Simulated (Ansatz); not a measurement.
BFH$_{4}$O$_{2}$Si, SMILES `OB(F)O[SiH3]`, relaxed with RKS PBE0-D4/def2-TZVP in the Gaussian-basis code of Ansatz from a GFN2-xTB geometry. The force threshold is 0.005 eV/Å; the program also tests the step.

Total charge 0; spin multiplicity 1.

Start:

```xyz
9

O     0.998   -1.594   -0.396
B    -0.039   -1.191    0.356
F    -0.663   -2.107    1.123
O    -0.486    0.047    0.391
Si   -0.282    1.554   -0.188
H     1.222   -2.522   -0.327
H    -1.233    2.296    0.633
H    -0.621    1.545   -1.611
H     1.105    1.971    0.020
```

(1) By how much does the energy fall, and how many steps does the optimiser take? (Best estimate.)

(2) Which bonds change most? (An estimate is asked.)

(3) Give the relaxed structure. (An estimate is asked.)

## Answers

(1) Computed: 10.93 kJ/mol, in 11 steps.

(2) Computed: B2–O4 from 1.317 to 1.348 Å; O4–Si5 from 1.627 to 1.655 Å; Si5–H7 from 1.460 to 1.481 Å; Si5–H8 from 1.463 to 1.484 Å.

(3) Computed: 
```xyz
9

O     0.924   -1.426   -0.460
B    -0.088   -1.206    0.420
F    -0.569   -2.214    1.150
O    -0.622    0.021    0.574
Si   -0.281    1.470   -0.151
H     1.220   -2.339   -0.480
H    -1.193    2.466    0.455
H    -0.523    1.379   -1.612
H     1.130    1.850    0.104
```
